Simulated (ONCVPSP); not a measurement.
# platinum, ONCV: configuration errors across variants

platinum, optimised norm-conserving Vanderbilt (ONCV), made with ONCVPSP 4.0.1 (LDA (Perdew-Wang 92), scalar-relativistic). Core [Kr] 4d10, reference 4f14 5s2 5p6 5d9 6s1. Waves: 5s+6s: rc 1.50 bohr, ncon 4, nbas 8, qcut 7.5 1/bohr, 2 projectors; 5p: rc 1.40 bohr, ncon 4, nbas 9, qcut 10.2 1/bohr, 2 projectors, debl 3.8 Ha; 5d: rc 1.35 bohr, ncon 4, nbas 8, qcut 7.2 1/bohr, 1 projector; 4f: rc 0.60 bohr, ncon 4, nbas 9, qcut 27.7 1/bohr, 2 projectors, debl 1.6 Ha. Local part: polynomial inside 0.50 bohr (lpopt 5, dvloc0 2 Ha). Core correction: none.

In the f channel the program set the typed energies aside and used -2.591, 0.250 Ha.

All-electron excitation energies from the reference (eV): (1) 4f14 5s2 5p6 5d9 6s0 9.537; (2) 4f14 5s2 5p6 5d8 6s0 29.796; (3) 4f14 5s2 5p6 5d7 6s0 62.311; (4) 4f14 5s2 5p6 5d8 6s1 6p1 6.601.

A true bound ghost makes a file unfit for plane-wave use even where its test errors are small: the radial tests pick states by their node count and pass the ghost by.

Errors AE − PS in meV (a dash: test not solved or not reliable):

```tsv
change	(1)	(2)	(3)	(4)	bound ghosts	GHOST(+) flags above zero
base	-4.4	-6.8	-14	+1.5	s, p, d	s
f: qcut 18.2	-4.4	-6.8	-14	+1.5	s, p, d	s, f
f: qcut 21.5	-4.4	-6.8	-14	+1.5	s, p, d	s
f: qcut 25	-4.4	-6.8	-14	+1.5	s, p, d	s
f: qcut 28	-4.4	-6.8	-14	+1.5	s, p, d	s
f: qcut 37.6	-4.4	-6.8	-14	+1.5	s, p, d	s
f: qcut 40	-4.4	-6.8	-14	+1.5	s, p, d	s
```

Question: Give the same row for: f: qcut 33.7.

Answer: -4.4, -6.8, -14, +1.5; bound ghosts: s, p, d; GHOST(+) flags above zero: s.
